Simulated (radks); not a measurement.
Initial-state core-level shifts of the palladium ion Pd3+ when its valence configuration changes from [Kr] 4d7. Calculated with a radial shooting solver on a logarithmic mesh with Libxc functionals: Dirac Kohn-Sham, PBE, spin-unpolarised, spherical densities, point nucleus; open shells fill j = l - 1/2 first. Shifts are changes of the shell-averaged eigenvalues in eV (positive: less bound).

\begin{tabular}{lrrrr}
valence & 1s & 2s & 3s & 3d \\ \hline
4d6 5p1 & -6.969 & -7.367 & -7.159 & -7.204 \\
4d6.5 5s0.5 & -2.892 & -3.088 & -2.982 & -3.004 \\
4d5 5s2 & -12.091 & -12.952 & -12.428 & -12.531 \\
4d5.5 5s1.5 & -8.942 & -9.569 & -9.201 & -9.275 \\
4d6 5s1 & -5.874 & -6.279 & -6.051 & -6.097 \\
4d6.5 5p0.5 & -3.448 & -3.639 & -3.543 & -3.564 \\
4d4.5 5s0.5 5p2 & -17.406 & -18.518 & -17.858 & -17.991 \\
4d4 5s2 5p1 & -19.660 & -21.030 & -20.158 & -20.326 \\
4d4.5 5s1.5 5p1 & -16.371 & -17.480 & -16.801 & -16.935 \\
\end{tabular}
